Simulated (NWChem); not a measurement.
System: THF (C4H8O); SMILES C1CCOC1

```xyz
13

C     -0.7497     0.9712    -0.2229
C      0.7091     1.0016     0.2216
C      1.1619    -0.4097    -0.1373
O      0.0255    -1.2369    -0.0007
C     -1.1435    -0.4570     0.1384
H     -1.3776     1.7266     0.2715
H     -0.8230     1.1311    -1.3110
H      1.3056     1.7815    -0.2735
H      0.7752     1.1661     1.3095
H      1.9672    -0.7834     0.5171
H      1.5374    -0.4504    -1.1790
H     -1.5142    -0.5117     1.1812
H     -1.9344    -0.8643    -0.5134
```
Atoms are numbered in this order, from 1.

Program: NWChem. Structure relaxed at the PBE0/def2-SVP level. B3LYP is NWChem's, with the RPA form of VWN correlation. Solvent water, SMD (1 M gas to 1 M solution), gas-phase geometry.

```csv
level,basis functions,solvation free energy (kcal/mol),cavity-dispersion-structure term (kcal/mol),dipole in solution (D),relative time
B3LYP/STO-3G,33,-0.8,2.2,1.68,1
B3LYP/def2-SVP,110,-2.1,2.2,2.30,3
B3LYP/def2-SVPD,167,-2.5,2.2,2.60,9
B3LYP/def2-TZVP,203,-2.3,2.2,2.47,10
```

Relative times are rough (shared machine, one core).
